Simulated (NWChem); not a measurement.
System: CH₈OSi₂; SMILES C[SiH2]O[SiH3]

Parts of the log:

```
             Northwest Computational Chemistry Package (NWChem) 7.3.0
             --------------------------------------------------------

                             Geometry "geometry" -> ""
                             -------------------------

 Output coordinates in angstroms (scale by  1.889725989 to convert to a.u.)

  No.       Tag          Charge          X              Y              Z
 ---- ---------------- ---------- -------------- -------------- --------------
    1 Si                  14.0000    -0.14344600    -2.09159900    -0.09317700
    2 O                    8.0000    -0.35418300    -0.45131200    -0.05652900
    3 Si                  14.0000     0.35225300     1.05342700    -0.10137900
    4 C                    6.0000    -0.97901900     2.35213100     0.03092200
    5 H                    1.0000     0.50378600    -2.51046000    -1.37422800
    6 H                    1.0000     0.71664100    -2.53717600     1.04575700
    7 H                    1.0000    -1.47949800    -2.74310900     0.01714000
    8 H                    1.0000     1.32206500     1.17606800     1.03222100
    9 H                    1.0000     1.10918200     1.20399100    -1.38395600
   10 H                    1.0000    -0.53606700     3.36039000     0.00351100
   11 H                    1.0000    -1.69316300     2.26755500    -0.80237800
   12 H                    1.0000    -1.53659100     2.24706700     0.97411900

 Effective nuclear repulsion energy (a.u.)     223.5648755862

  xc_inp: hfexch multiplicative factor not found.
                              NWChem Property Module
                              ----------------------

  itol2e modified to match energy
  convergence criterion.

                                 NWChem DFT Module
                                 -----------------

 Summary of "ao basis" -> "ao basis" (spherical)
 ------------------------------------------------------------------------------
       Tag                 Description            Shells   Functions and Types
 ---------------- ------------------------------  ------  ---------------------
 Si                         def2-svp                 8       18   4s3p1d
 O                          def2-svp                 6       14   3s2p1d
 C                          def2-svp                 6       14   3s2p1d
 H                          def2-svp                 3        5   2s1p

  itol2e modified to match energy
  convergence criterion.

            General Information
            -------------------
          SCF calculation type: DFT
          Wavefunction type:  closed shell.
          No. of atoms     :    12
          No. of electrons :    50
           Alpha electrons :    25
            Beta electrons :    25
          Charge           :     0
          Spin multiplicity:     1
          Use of symmetry is: off; symmetry adaption is: off
          Maximum number of iterations: 150
          AO basis - number of functions:   104
                     number of shells:    52
          Convergence on energy requested:  1.00D-07
          Convergence on density requested:  1.00D-05
          Convergence on gradient requested:  5.00D-04

              XC Information
              --------------
                     Hartree-Fock (Exact) Exchange  1.000

      Superposition of Atomic Density Guess
      -------------------------------------

 Sum of atomic energies:        -693.78728513

      Non-variational initial energy
      ------------------------------

 Total energy =    -695.462109
 1-e energy   =   -1402.873205
 2-e energy   =     483.846221
 HOMO         =      -0.374883
 LUMO         =       0.034340

[...]

          -----------------------
          Electric field gradient
          -----------------------

 1 a.u. = 0.324123 10**(16) esu/cm**3  ( or statvolts/cm**2 ) = 0.97174 10**(22) v/m**2

 ------------------------------------------------------------
   Atom      X         Y         Z
 ------------------------------------------------------------
    1 Si  -0.27107  -3.95255  -0.17608
 ------------------------------------------------------------

 Electric field gradient in molecular frame (a.u.)
         XX             YY             ZZ             XY             XZ             YZ
 ------------------------------------------------------------------------------------------
        0.212325      -0.416808       0.204483       0.089015       0.000296      -0.014661

 Principal components (a.u.) and orientation
 of principal axis w.r.t. absolute frame                      Asymmetry parameter eta
 --------------------------------------------------------------------------------------
       -0.429494       0.224825       0.204669                       0.046928

       -0.137351       0.986602       0.088046
        0.990256       0.138831      -0.010887
        0.022965      -0.085693       0.996057

 ------------------------------------------------------------
   Atom      X         Y         Z
 ------------------------------------------------------------
    2 O   -0.66931  -0.85286  -0.10682
 ------------------------------------------------------------

 Electric field gradient in molecular frame (a.u.)
         XX             YY             ZZ             XY             XZ             YZ
 ------------------------------------------------------------------------------------------
        0.401394      -1.042795       0.641401      -0.226420       0.018580       0.000971

 Principal components (a.u.) and orientation
 of principal axis w.r.t. absolute frame                      Asymmetry parameter eta
 --------------------------------------------------------------------------------------
       -1.077469       0.643013       0.434456                       0.193562

        0.151367       0.087015       0.984640
        0.988475      -0.011113      -0.150975
       -0.002195       0.996145      -0.087694

 ------------------------------------------------------------
   Atom      X         Y         Z
 ------------------------------------------------------------
    3 Si   0.66566   1.99069  -0.19158
 ------------------------------------------------------------

 Electric field gradient in molecular frame (a.u.)
         XX             YY             ZZ             XY             XZ             YZ
 ------------------------------------------------------------------------------------------
        0.135734      -0.293213       0.157478      -0.359556      -0.002315       0.026453

 Principal components (a.u.) and orientation
 of principal axis w.r.t. absolute frame                      Asymmetry parameter eta
 --------------------------------------------------------------------------------------
       -0.498133       0.341166       0.156966                       0.369781

        0.493025       0.865573       0.087805
        0.869376      -0.494015      -0.011599
       -0.033337      -0.082054       0.996070

 ------------------------------------------------------------
   Atom      X         Y         Z
 ------------------------------------------------------------
    4 C   -1.85008   4.44488   0.05843
 ------------------------------------------------------------

 Electric field gradient in molecular frame (a.u.)
         XX             YY             ZZ             XY             XZ             YZ
 ------------------------------------------------------------------------------------------
        0.026865       0.027620      -0.054485      -0.093946      -0.008325       0.009237

 Principal components (a.u.) and orientation
 of principal axis w.r.t. absolute frame                      Asymmetry parameter eta
 --------------------------------------------------------------------------------------
        0.122063      -0.066738      -0.055325                       0.093504

       -0.703781       0.704955       0.087927
        0.706943       0.707180      -0.011338
        0.070173      -0.054180       0.996062

 ------------------------------------------------------------
   Atom      X         Y         Z
 ------------------------------------------------------------
    5 H    0.95202  -4.74408  -2.59691
 ------------------------------------------------------------

 Electric field gradient in molecular frame (a.u.)
         XX             YY             ZZ             XY             XZ             YZ
 ------------------------------------------------------------------------------------------
        0.033006       0.053058      -0.086064       0.026514       0.081427      -0.052595

 Principal components (a.u.) and orientation
 of principal axis w.r.t. absolute frame                      Asymmetry parameter eta
 --------------------------------------------------------------------------------------
       -0.144922       0.074348       0.070574                       0.026040

       -0.433666       0.885610       0.166220
        0.285152      -0.040106       0.957643
        0.854764       0.462696      -0.235141

 ------------------------------------------------------------
   Atom      X         Y         Z
 ------------------------------------------------------------
    6 H    1.35426  -4.79457   1.97619
 ------------------------------------------------------------

 Electric field gradient in molecular frame (a.u.)
         XX             YY             ZZ             XY             XZ             YZ
 ------------------------------------------------------------------------------------------
        0.001528       0.050795      -0.052322       0.037499      -0.096038       0.049651

[...]
```

Level: Hartree-Fock/def2-SVP. All runs use the structure optimised with PBE0/def2-SVP. NWChem prints the field gradient with the sign opposite to the second derivative of the potential.

Q: Reconstruct the input file.

A: One answer among several that fit: the input that was run:
```
start job
memory heap 200 mb stack 900 mb global 1100 mb
geometry units angstroms noautosym nocenter noautoz
  Si    -0.143446    -2.091599    -0.093177
  O     -0.354183    -0.451312    -0.056529
  Si     0.352253     1.053427    -0.101379
  C     -0.979019     2.352131     0.030922
  H      0.503786    -2.510460    -1.374228
  H      0.716641    -2.537176     1.045757
  H     -1.479498    -2.743109     0.017140
  H      1.322065     1.176068     1.032221
  H      1.109182     1.203991    -1.383956
  H     -0.536067     3.360390     0.003511
  H     -1.693163     2.267555    -0.802378
  H     -1.536591     2.247067     0.974119
end
basis spherical
  * library def2-svp
end
dft
  xc hfexch
  iterations 150
end
property
  efieldgrad
end
task dft property
```
